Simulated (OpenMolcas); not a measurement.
# Mn4+: moving the ligands

Mn4+ with 6 ligands (fluoride) in octahedral coordination (Oh) at 1.84 Å. A charge of +0.333 e stands 2.4 Å behind each ligand. Ligand basis ANO-RCC-VDZP.

```
Program             : OpenMolcas
Method              : CASSCF
Basis               : ANO-RCC-VDZP [5s4p2d1f]
Scalar Hamiltonian  : DKH2, point nucleus
Active space        : 3 electrons in 5 orbitals (3d)
State averaging     : 2S+1 = 4 even, 10 roots; 2S+1 = 2 even, 40 roots
Spin-orbit coupling : state interaction with AMFI integrals over the reference wave functions
```

Runs around this geometry, states (labels of O, the rotations of Oh). Energies in cm-1 above the lowest state or level, χT in cm3 K/mol; 10Dq and B are least-squares fits to the states below 45000 cm-1, weighted by degeneracy, with a free offset, and given where the rms deviation is under 5 % of |10Dq| (or 100 cm-1) and under 700 cm-1.

```
R (Å)  Ground state  First state of that spin   10Dq  B (rms of fit)  First gap with spin-orbit (degeneracies)  χT at 300 K  First state of another spin
 1.75           4A2                 4T2 23705  22613      1136 (360)                              21005 (4, 4)        1.837                     2E 21070
 1.84           4A2                 4T2 19546                                                     19395 (4, 2)        1.827                     2E 21331
 1.88           4A2                 4T2 18079                                                     17929 (4, 2)        1.823                     2E 21443
```

Taking the first state of the same spin as R^-n, n = -ln(18079 / 23705) / ln(1.88 / 1.75) = 3.8 between the shortest and longest distance.

Without dynamic correlation the repulsion within the d shell is too large (B by tens of per cent), so at a given field states of lower spin stand too high. Ligand-to-metal charge-transfer states are missing. With no ligand orbital active B as a rule stays too high, so bands that hang on it stand too high and its fall with covalency is understated. With metal d orbitals alone and no dynamic correlation the field as a rule comes out too small, by tens of per cent, by up to half for chloride and softer ligands. The least metal-like active orbital is 79 % on the metal (Löwdin) and no ligand orbital is active, so the numbers are rough (holds for R = 1.75). The least metal-like active orbital is 80 % on the metal (Löwdin) and no ligand orbital is active, so the numbers are rough (holds for R = 1.84; R = 1.88). No measured value stands beside these numbers; the geometry is a model, was not optimised and need not be the one that this ion takes.
